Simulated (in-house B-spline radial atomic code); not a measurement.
RPA and G0W0 for the terbium ion Tb⁷⁺, [Kr] 4d10 4f7 5s2 5p3, highest spin, as one setting changes: the share of exact exchange in the PBE hybrid start. A dash marks a level of low quasi-particle weight. Computed with an all-electron radial atomic-structure program (B-spline basis): all electrons, scalar-relativistic (spin-free one-electron X2C), finite nucleus, each spin shell either full or empty, empty states to l = 9 with an (l + 1/2)⁻⁴ tail; G0W0 by contour deformation at full frequency.

Without the two-electron picture change, the correlation of inner shells comes somewhat too large for so heavy an element.

Spin-orbit coupling, left out, splits p levels strongly here.

```
share of exact exchange in the PBE hybrid start  mean-field level (eV)  G0W0 level (eV)  RPA correlation (Eh)
                                              0                -109.02    4f up -121.56               -4.9886
                                            0.1                -110.58    4f up -121.63               -4.9512
                                            0.2                -112.15    4f up -121.69               -4.9149
                                            0.3                -113.73    4f up -121.74               -4.8795
                                            0.4                -115.31    4f up -121.77               -4.8451
                                            0.5                      ?                ?                     ?
                                            0.6                -118.51    4f up -121.82               -4.7788
                                            0.7                      ?                ?                     ?
                                            0.8                -121.74    4f up -121.84               -4.7156
                                            0.9                -123.36    4f up -121.84                -4.685
                                              1                -125.00    4f up -121.83               -4.6552
```

Q: What belongs in the row for 0.7?

A: mean-field level (eV): -120.12; G0W0 level (eV): 4f up -121.83; RPA correlation (Eh): -4.7468.

Q: What belongs in the row for 0.5?

A: mean-field level (eV): -116.90; G0W0 level (eV): 4f up -121.80; RPA correlation (Eh): -4.8115.

Q: At what share of exact exchange does G0W0 leave the highest level unchanged?

A: Near 0.81, where the shift changes sign (-0.101 eV at 0.8, +1.526 eV at 0.9).
